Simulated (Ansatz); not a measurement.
Isolated molecules relaxed with PBE0-D4/def2-TZVP in Ansatz; ΔE leaves out vibrations. CCSD(T)/CBS is the MP2 limit (def2-TZVPP, def2-QZVPP) plus CCSD(T) − MP2 in def2-TZVPP, frozen cores. This one scheme is used for every species. DFT in def2-TZVPP. No spin–orbit coupling; open shells (•) take unrestricted orbitals. Each species was taken in one conformer, which may not be the lowest.

Consider the hydrogen abstraction from the Si–H bond: `F[SiH](Cl)O[SiH3]` + `[SiH3]`• → `F[Si](Cl)O[SiH3]`• + SiH₄.

```
           level  ΔE (kJ/mol)  difference from CCSD(T)/CBS
       revPBE-D4         14.4                        -11.4
         BLYP-D4         12.1                        -13.7
       r2SCAN-D4         19.7                         -6.1
          B97M-V         23.7                         -2.1
         PBE0-D4         20.5                         -5.3
          B2PLYP         20.2                         -5.6
        PBE-QIDH         24.7                         -1.1
            BLYP         10.2                        -15.6
            PBE0         19.6                         -6.2
         r2SCANh         20.8                         -5.0
    MP2/def2-SVP         29.7                          3.9
   CCSD/def2-SVP         30.8                          5.0
CCSD(T)/def2-SVP         29.7                          3.9
  MP2/def2-TZVPP         25.8                          0.0
    HF/CBS(def2)         25.3                         -0.5
  CCSD/CBS(def2)         26.9                          1.1
     CCSD(T)/CBS         25.8                            0
```

Largest T1 diagnostic among the species: 0.015.

Leaving LDA and LC-ωPBE aside and taking each functional with its dispersion term where it has one, the values spread over 12.6 kJ/mol, from BLYP-D4 to PBE-QIDH. At CCSD(T), def2-SVP lies +3.9 kJ/mol from the extrapolated value and def2-TZVPP +0.8 kJ/mol.
